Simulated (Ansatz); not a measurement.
This geometry of CH6FNOSi (11 atoms, charge 0, multiplicity 1) is a first-order saddle point.

Level of theory: RKS PBE/def2-SVP (Ansatz).

```xyz
11
Properties=species:S:1:pos:R:3
N -0.875 -0.895 1.093
C 0.365 -0.746 0.443
F 1.473 -0.499 1.342
Si 0.432 0.771 -0.719
O -0.596 0.549 -2.033
H -0.916 -1.711 1.716
H -1.155 -0.059 1.619
H 0.617 -1.692 -0.085
H 0.017 1.971 0.101
H 1.851 0.942 -1.180
H -1.146 1.311 -2.275
```

Q: Which two structures does it join? (They come from a converged band through this point; their orientation in space is the band's.)

A: No bond is made or broken. The height of N1 over the plane of its neighbours goes from 0.32 to 0.34 Å.

Initial state:

```xyz
11
Properties=species:S:1:pos:R:3
N -0.853 -0.898 1.168
C 0.340 -0.742 0.442
F 1.512 -0.525 1.270
Si 0.347 0.801 -0.681
O -0.812 0.582 -1.883
H -0.867 -1.728 1.772
H -1.106 -0.071 1.720
H 0.551 -1.675 -0.126
H 0.033 1.980 0.209
H 1.720 0.982 -1.269
H -0.801 1.238 -2.601
```

Final state:

```xyz
11
Properties=species:S:1:pos:R:3
N -0.915 -0.779 0.846
C 0.427 -0.648 0.396
F 1.388 -0.559 1.446
Si 0.557 0.922 -0.699
O -0.623 0.782 -1.892
H -1.095 -1.659 1.347
H -1.196 -0.001 1.456
H 0.690 -1.558 -0.189
H 0.337 2.105 0.213
H 1.890 1.038 -1.371
H -1.394 0.299 -1.532
```

Q: How far does it lie above each of them?

A: 0.014 eV above the first and 0.080 eV above the second. This is the barrier of this one path; another mechanism may lie lower.

Time of the run: 7.7 min on 2 threads of Arm Neoverse V1, with other jobs on the host, peak memory 0.15 GiB.
